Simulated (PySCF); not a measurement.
# One molecule, several mistakes: AlBClN

These are calculations, not measurements. They come from PySCF 2.14.0, an open-source quantum chemistry program, on an isolated molecule that a program drew, which may never have been made. The molecule is AlBClN (charge 0, singlet), drawn as the SMILES string `[Al][N]=BCl`.

Each row is a Hartree-Fock (HF) and frozen-core CCSD(T) single point in the cc-pV(D+d)Z basis, meant for a local HF minimum. Run 1 is clean. Each other run has one planted mistake out of seven kinds, and not every kind appears here: one electron removed, one electron added, multiplicity raised by two, geometry at a saddle point, minimal basis STO-3G, one bond length entered in bohr, all coordinates scaled. The reference is restricted for singlets and unrestricted otherwise, and also for a bond in bohr. Adding or removing an electron swaps singlet and doublet. Electrons count all cores. HOMO and LUMO are orbital energies over both spins, the gradient is its largest component, and the lowest frequency (negative if imaginary) is given only where the gradient is small. Bond lengths are over the 3 bonds as drawn. T1 is the CCSD diagnostic: over 0.02 (restricted) or 0.045 (unrestricted) a single reference is doubtful.

Geometry of the clean run:
```xyz
4
AlBClN, angstrom
Al    1.3448    2.2444    1.7610
N     0.1510    1.9987    0.4418
B    -0.6809    1.8275   -0.4777
Cl   -1.8125    1.5947   -1.7283
```

```
run  electrons  basis functions  <S^2>  HOMO (eV)  LUMO (eV)  gradient (hartree/bohr)  lowest frequency (cm^-1)  mean bond (Å)  longest bond (Å)      T1  HF (hartree)  CCSD(T) (hartree)                          mistake
  1         42               74  0.000      -8.30       1.53                  7.6e-06                        84         1.5834             1.796  0.0150    -780.64855         -781.10620                         no fault
  2         42               74  0.000      -7.33      -1.10                  3.3e-02                         -         2.1161             3.394  0.0259    -780.49084         -780.95962  one bond length entered in bohr
  3         42               74  0.000      -8.04       1.68                  5.5e-02                         -         1.5138             1.717  0.0136    -780.63645         -781.08737           all coordinates scaled
  4         42               74  2.003      -5.95       0.00                  9.2e-03                         -         1.5834             1.796  0.0174    -780.57305         -781.00203                                ?
  5         42               28  0.000      -5.36       8.72                  8.4e-02                         -         1.5834             1.796  0.0163    -771.77140         -771.94940                                ?
```

**Which mistake was planted in run 4, and what did it cost?**

Electrons, basis and geometry are unchanged, and <S^2> is 2.003, beside S(S+1) = 2.00 for a multiplicity of 3. So the mistake is: multiplicity raised by two. Subtracting run 1 and multiplying by 627.51 kcal/mol a hartree, the energy moved by 47.4 kcal/mol in HF and 65.4 kcal/mol in CCSD(T).

**Which mistake was planted in run 5, and what did it cost?**

It has 28 basis functions where the clean run has 74, with the same electrons and geometry. So the mistake is: minimal basis STO-3G. Subtracting run 1 and multiplying by 627.51 kcal/mol a hartree, the energy moved by 5570.5 kcal/mol in HF and 5746.0 kcal/mol in CCSD(T).

